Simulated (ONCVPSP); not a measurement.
**Transferability test, ONCV potential for zirconium (Zr)**

```json
{"Element": "Zr", "Generator": "ONCVPSP 4.0.1", "Type": "optimised norm-conserving Vanderbilt (ONCV)", "Functional": "PBE", "Relativity": "scalar-relativistic", "Frozen core": "[Kr]", "Valence charge": "4", "Reference configuration": "4d2 5s1.75 (charge +0.25)", "Partial waves": "5s: rc 2.40 bohr, ncon 3, nbas 6, qcut 2.9 1/bohr, 2 projectors, debl 2.4 Ha; p scattering state at 0.11 Ha: rc 2.35 bohr, ncon 3, nbas 6, qcut 3 1/bohr, 3 projectors, debl 3.1 Ha; 4d: rc 2.35 bohr, ncon 3, nbas 7, qcut 6.9 1/bohr, local", "Local potential": "the d channel", "Core correction": "Teter function, fcfact 5.5, rcfact 1.5"}
```

Energies are relative to the spin-unpolarised reference configuration 4d2 5s1.75; without spin polarisation the order of configurations can differ from experiment.

```
valence configuration  charge  ΔE all-electron (eV)  error AE − PS (meV)
              4d2 5s2       0                -1.273                 -1.8
              4d2 5s0      +2                18.805                 -248
```

Task: What are ΔE and the potential's error for 4d2 5s1.5?

Result: ΔE = 1.607 eV all-electron; the error (AE − PS) is -3.3 meV.

Task: What are ΔE and the potential's error for 4d2 5s1?

Result: ΔE = 5.865 eV all-electron; the error (AE − PS) is -35 meV.

Note: ghosts flagged at negative energy: s at -37.0 eV, p at -35.2 eV; no localised positive-energy state flagged. A true bound ghost makes a file unfit for plane-wave use.
